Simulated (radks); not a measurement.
Trend from La4+ to Lu4+: ionisation energy by Delta-SCF between NIST ground configurations, and size. Calculated with a radial shooting solver on a logarithmic mesh with Libxc functionals: Dirac Kohn-Sham, PBE, spin-unpolarised, spherical densities, finite nucleus; open shells fill j = l - 1/2 first; Fermi nuclear charge, rms radius of each element as measured or else 0.836 A^(1/3) + 0.57 fm.

| species | configuration | configuration of the ion | IE (eV) | NIST (eV) | kind | outermost | <r> outermost (bohr) | r at 0.001 e/bohr^3 (bohr) |
|---|---|---|---|---|---|---|---|---|
| La4+ | [Kr] 4d10 5s2 5p5 | [Kr] 4d10 5s2 5p4 | 62.348 | 62 | semi-emp. | 5p3/2 | 1.73 | 3.35 |
| Ce4+ | [Xe] | [Kr] 4d10 5s2 5p5 | 65.561 | 65.6 | semi-emp. | 5p3/2 | 1.66 | 3.31 |
| Pr4+ | [Xe] 4f1 | [Xe] | 59.093 | 57.53 | semi-emp. | 5p3/2 | 1.63 | 3.27 |
| Nd4+ | [Xe] 4f2 | [Kr] 4d10 4f2 5s2 5p5 | 68.109 | - |  | 5p3/2 | 1.60 | 3.23 |
| Pm4+ | [Xe] 4f3 | [Kr] 4d10 4f3 5s2 5p5 | 69.318 | - |  | 5p3/2 | 1.57 | 3.19 |
| Sm4+ | [Xe] 4f4 | [Xe] 4f3 | 62.745 | 62.7 | semi-emp. | 5p3/2 | 1.55 | 3.16 |
| Eu4+ | [Xe] 4f5 | [Kr] 4d10 4f5 5s2 5p5 | 71.640 | - |  | 5p3/2 | 1.52 | 3.13 |
| Gd4+ | [Xe] 4f6 | [Kr] 4d10 4f6 5s2 5p5 | 72.763 | - |  | 5p3/2 | 1.50 | 3.10 |
| Tb4+ | [Xe] 4f7 | [Kr] 4d10 4f7 5s2 5p5 | 73.879 | - |  | 5p3/2 | 1.47 | 3.07 |
| Dy4+ | [Xe] 4f8 | [Kr] 4d10 4f8 5s2 5p5 | 74.978 | - |  | 5p3/2 | 1.45 | 3.04 |
| Ho4+ | [Xe] 4f9 | [Kr] 4d10 4f9 5s2 5p5 | 76.061 | - |  | 5p3/2 | 1.43 | 3.01 |
| Er4+ | [Xe] 4f10 | [Kr] 4d10 4f10 5s2 5p5 | 77.132 | - |  | 5p3/2 | 1.41 | 2.98 |
| Tm4+ | [Xe] 4f11 | [Kr] 4d10 4f11 5s2 5p5 | 78.190 | - |  | 5p3/2 | 1.39 | 2.96 |
| Yb4+ | [Xe] 4f12 | [Kr] 4d10 4f12 5s2 5p5 | 79.239 | - |  | 5p3/2 | 1.37 | 2.93 |
| Lu4+ | [Xe] 4f13 | [Xe] 4f12 | 68.331 | 66.8 | semi-emp. | 5p3/2 | 1.35 | 2.91 |

Reference values: NIST Atomic Spectra Database (exp. = measured, semi-emp. = semi-empirical, theory = theoretical value adopted there). Spin polarisation and multiplet splitting are left out, so open shells lie too high by an amount that depends on their filling.

Beside tabulated values, note that spin-unpolarised runs miss the spin-polarisation part of the exchange energy of open shells. No tabulated value is given for the 4+ ions of Nd, Pm and Eu to Yb, where it belongs to another shell than the one emptied here.
